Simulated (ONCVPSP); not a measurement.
## PBE ONCV dataset for praseodymium, fully relativistic all-electron reference.

* Element: Pr (Z = 59)
* Generator: ONCVPSP 4.0.1
* Type: optimised norm-conserving Vanderbilt (ONCV)
* Functional: PBE
* Relativity: fully relativistic
* Frozen core: [Kr] 4d10
* Valence charge: 13
* Reference configuration: 4f3 5s2 5p6 6s1.5 (charge +0.5)
* Partial waves: 5s+6s: rc 2.70 bohr, ncon 4, nbas 9, qcut 5.6 1/bohr, 2 projectors; 5p: rc 2.50 bohr, ncon 4, nbas 8, qcut 4.7 1/bohr, 2 projectors, debl 3.4 Ha; d scattering state at 0.33 Ha: rc 2.80 bohr, ncon 4, nbas 8, qcut 4.1 1/bohr, 2 projectors, debl 3.8 Ha; 4f: rc 1.75 bohr, ncon 4, nbas 9, qcut 11 1/bohr, 2 projectors, debl 2.2 Ha
* Local potential: polynomial inside 1.40 bohr (lpopt 5, dvloc0 0 Ha)
* Core correction: Teter function fitted to the true core (icmod 2), fcfact 0.45

Open shells are filled in proportion to 2j + 1.

In the d channel the program set the typed energies aside and used 0.050, 3.850 Ha (j = l + 1/2; the other j can differ).

Poles of the logarithmic derivatives, all-electron (AE) and pseudo (PS). s: poles at -1.4, 1.9 (AE) and -1.4, 1.9 (PS) Ha. p3/2: poles at -0.5, 3.5 (AE) and -0.5, 3.5 (PS) Ha. p1/2: poles at -0.7, 3.3 (AE) and -0.7, 3.3 (PS) Ha. d5/2: poles at 0.4, 3.5 (AE) and 0.4, 3.5 (PS) Ha. d3/2: poles at 0.4, 3.5 (AE) and 0.4, 3.5 (PS) Ha. f7/2: poles at 0.2 (AE) and 0.2 (PS) Ha. f5/2: poles at 0.2 (AE) and 0.2 (PS) Ha. Test radii: s 2.74, p3/2 2.54, p1/2 2.54, d5/2 2.84, d3/2 2.84, f7/2 1.77, f5/2 1.77 bohr.

- Cutoffs needed: 47 Ha and 53 Ha (the cutoffs (Ha) at which the residual kinetic energy of the hardest occupied pseudo-wave falls to 1 and 0.1 mHa per electron)
- Ghost test: no bound ghost flagged; GHOST(+) flagged for s at 6.4 eV, p3/2 at 135.9 eV, p1/2 at 140.5 eV
- Configuration tests: tests left out (the all-electron energies of this program are off by 10 to 40 meV for near-neutral 4f atoms)
- rms error of d²Exc/dni dnj: 10.83 mHa without and 4.19 mHa with the model core
